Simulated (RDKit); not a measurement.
RDKit input (UFF):

```python
from rdkit import Chem
from rdkit.Chem import AllChem, rdDetermineBonds

mol = Chem.MolFromXYZFile('mol.xyz')
rdDetermineBonds.DetermineBonds(mol, charge=1)
print('SMILES', Chem.MolToSmiles(Chem.RemoveHs(mol)))
ff = AllChem.UFFGetMoleculeForceField(mol)
e0 = ff.CalcEnergy()
flag = ff.Minimize(maxIts=5000, forceTol=1e-5)
print(f'energy {e0:.4f} -> {ff.CalcEnergy():.4f} kcal/mol, converged: {flag == 0}')
print(Chem.MolToXYZBlock(mol))
```
mol.xyz:
```
16

C     -1.70345816    -0.82158574    -0.42605077
C     -0.57951860     0.05057871     0.16201849
C     -0.52169045     1.42769907    -0.49865260
C      0.69230231    -0.73077476    -0.00652922
O      1.86069893     0.06915361     0.67621405
H     -2.65467468    -0.30859008    -0.29303817
H     -1.77366522    -1.79206422     0.06621758
H     -1.55782401    -0.98073214    -1.49585457
H     -0.77544493     0.15857401     1.23661376
H     -0.35550657     1.33457491    -1.57377631
H      0.26553022     2.06089505    -0.08740342
H     -1.46813513     1.94616339    -0.35210667
H      0.69901426    -1.69909476     0.48738837
H      1.04608912    -0.78957378    -1.03264474
H      2.72140072    -0.38873599     0.66588578
H      1.64181404     0.34985113     1.58429050
```

Output:

```
SMILES CC(C)C[OH2+]
energy 31.3089 -> 5.0863 kcal/mol, converged: True
16

C     -1.688412   -0.802198   -0.409365
C     -0.572947    0.076283    0.169132
C     -0.533426    1.429529   -0.553065
C      0.784678   -0.644810    0.070857
O      1.796101    0.113060    0.689901
H     -2.670094   -0.291986   -0.307875
H     -1.742984   -1.765111    0.142008
H     -1.503458   -1.014172   -1.484568
H     -0.802076    0.258652    1.242501
H     -0.297349    1.292804   -1.630378
H      0.235912    2.088371   -0.097568
H     -1.516120    1.940007   -0.463756
H      0.711968   -1.650188    0.549971
H      1.041878   -0.800698   -1.001944
H      2.643681   -0.377028    0.528139
H      1.649578    0.033823    1.668583
```

The dipole moment of an ion depends on the origin.

The geometry given is a B3LYP-D3(BJ)/def2-TZVP minimum.
